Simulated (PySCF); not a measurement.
# Excitation energies in several basis sets

C3H7BO.
Atom-mapped SMILES: `[BH2:1][C:2](=[CH2:3])[O:4][CH3:5]` (hydrogens: H6, H7 on B1; H8, H9 on C3; H10, H11, H12 on C5)

Cartesian coordinates in Å at the PBE0-D3(BJ)/def2-SVP level; atoms count from 1:
```xyz
12
C3H7BO angstrom
B      0.5529    1.0344    0.9719
C      0.5739   -0.2243    0.0714
C      1.7630   -0.8534   -0.0994
O     -0.4997   -0.7651   -0.5558
C     -1.7432   -0.1347   -0.4278
H     -0.4487    1.6594    1.2222
H      1.6031    1.3940    1.4443
H      2.6590   -0.4620    0.3807
H      1.8443   -1.7566   -0.7139
H     -2.4520   -0.7113   -1.0377
H     -2.1006   -0.1246    0.6170
H     -1.7231    0.9059   -0.7962
```

TDDFT with PBE0 (PySCF), vertical singlets, core orbitals frozen in the response, spherical d and f functions. Geometry: PBE0-D3(BJ)/def2-SVP, one conformer, isolated molecule.

| basis | functions | diffuse | S1 (eV) | S2 (eV) | S3 (eV) | S4 (eV) | S5 (eV) | LUMO (eV) | α (au) |
| --- | --- | --- | --- | --- | --- | --- | --- | --- | --- |
| 6-31G* | 84 | no | 4.34 | 5.14 | 5.66 | 6.89 | 7.35 | -1.78 | 49.9 |
| 6-31+G* | 104 | yes | 4.24 | 5.11 | 5.59 | 6.21 | 6.61 | -2.09 | 56.9 |
| def2-SVP | 105 | no | 4.25 | 5.06 | 5.52 | 6.79 | 7.19 | -2.03 | 52.6 |
| def2-SVPD | 159 | yes | 4.25 | 5.09 | 5.50 | 6.61 | 6.76 | -2.14 | 60.4 |
| aug-cc-pVDZ | 178 | yes | 4.19 | 5.06 | 5.50 | 6.04 | 6.38 | -2.13 | 62.1 |
| def2-TZVP | 197 | no | 4.22 | 5.06 | 5.52 | 6.73 | 7.12 | -2.11 | 58.9 |
| def2-TZVPD | 251 | yes | 4.21 | 5.06 | 5.51 | 6.24 | 6.71 | -2.13 | 61.8 |

Task: Compare the sets with the largest diffuse one.

Result: States are compared by their number. Against the largest diffuse basis here (def2-TZVPD, itself not a converged limit), sets without diffuse functions differ by up to 0.12 eV in S1 and 0.64 eV in S5; the smaller diffuse sets differ by up to 0.03 and 0.34 eV. State by state, the largest deviation of a set without diffuse functions is S1 0.12, S2 0.08, S3 0.15, S4 0.65, S5 0.64 eV. The same number needn't mean the same state in each row. Against def2-TZVPD the polarisability deviates by -19% in 6-31G*, -8% in 6-31+G*, -15% in def2-SVP, -2% in def2-SVPD, 0% in aug-cc-pVDZ, -5% in def2-TZVP. A single + in a Pople set puts diffuse functions on heavy atoms only.
